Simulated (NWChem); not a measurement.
Isomers of C$_{5}$H$_{3}$NS, each optimised at PBE0/def2-SVP with NWChem, gas phase unless a solvent is named.  Relative energies count from the lowest isomer at each level and are electronic, without zero-point energy, on those geometries.

A: c1(cscn1)C#C
B: n1c(C#C)scc1
C: C#Cc1cncs1
D: C(#N)c1cscc1

```csv
quantity,A,B,C,D
"relative energy, PBE0/def2-SVP (kcal/mol)",34.5,[?],33.0,0.0
"dipole (D), PBE0/def2-SVP",1.77,[?],1.29,4.12
"highest harmonic frequency (cm⁻¹), PBE0/def2-SVP",3490,3488,3488,3285
```

Complete the blanks.


- relative energy, PBE0/def2-SVP (kcal/mol), B: 34.2
- dipole (D), PBE0/def2-SVP, B: 1.65
